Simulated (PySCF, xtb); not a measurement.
Ge(H)(Cl)2(vinyl) (C2H4Cl2Ge), SMILES C=[CH][GeH]([Cl])[Cl].

GFN2-xTB run with xtb at its own geometry gives an orbital gap of 4.63 eV and a dipole moment of 2.45 D.

Geometry optimised at PBE0-D3(BJ)/def2-SVP. Other conformers were not sampled.

Task: What does CAM-B3LYP/def2-TZVP in PySCF give? (An estimate is asked for; the answer gives what the named calculation found.)

Result: gap 9.87 eV (levels -9.93 and -0.06 eV), dipole 2.75 D.
